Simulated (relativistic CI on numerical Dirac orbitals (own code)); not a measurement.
**Sensitivity of the levels of Cr IX to α and to the nuclear radius**

Computed by Dirac-Coulomb-Breit CI, KLI orbitals optimised for each configuration, derivatives by finite differences, unscaled Slater integrals, QED left out (own radial code, finite nucleus).

Configurations in the expansion (outside the closed core [Ne]): 3s2 3p4, 3s 3p5, 3p6, 3s2 3p3 3d, 3s 3p4 3d, 3p5 3d, 3p4 3d2, 3p3 3d3. Double excitations out of closed p, d and f shells are left out; levels of such configurations are missing from the list, as are those of other unlisted configurations, and high levels can miss mixing partners.

With x = (α/α₀)² − 1 an excitation energy changes as ω = ω₀ + qx; K = 2q/ω₀ is the relative enhancement. Terms are leading LS components, so labels can repeat. The field-shift factor is F = δν/δ⟨r²⟩ for the transition from the lowest level.

Lowest level 3s2 3p4 3P_2.

| Level | ω₀ (cm⁻¹) | q (cm⁻¹) | K | F (GHz/fm²) |
| --- | --- | --- | --- | --- |
| 3s2 3p4 3P_1 | 7705 | 8462 | 2.2 | -0.012 |
| 3s2 3p4 3P_0 | 9771 | 9068 | 1.86 | -0.0152 |
| 3s2 3p4 1D_2 | 33543 | 6321 | 0.377 | 0.0126 |
| 3s2 3p4 1S_0 | 79482 | 8236 | 0.207 | -0.236 |
| 3s 3p5 3P°_2 | 243978 | 11180 | 0.0916 | -7.21 |
| 3s 3p5 3P°_1 | 250215 | 17120 | 0.137 | -7.18 |
| 3s 3p5 3P°_0 | 253884 | 21190 | 0.167 | -7.18 |
| 3s 3p5 1P°_1 | 312002 | 13980 | 0.0896 | -5.24 |
| 3s2 3p3 3d 5D°_0 | 334118 | 7863 | 0.0471 | 0.501 |
| 3s2 3p3 3d 5D°_1 | 334210 | 7950 | 0.0476 | 0.504 |
| 3s2 3p3 3d 5D°_2 | 334353 | 7984 | 0.0478 | 0.509 |
| 3s2 3p3 3d 5D°_3 | 334570 | 8024 | 0.048 | 0.514 |
| 3s2 3p3 3d 5D°_4 | 335023 | 8495 | 0.0507 | 0.516 |

At this charge configurations can still be misplaced by up to about 7 % of their energy.
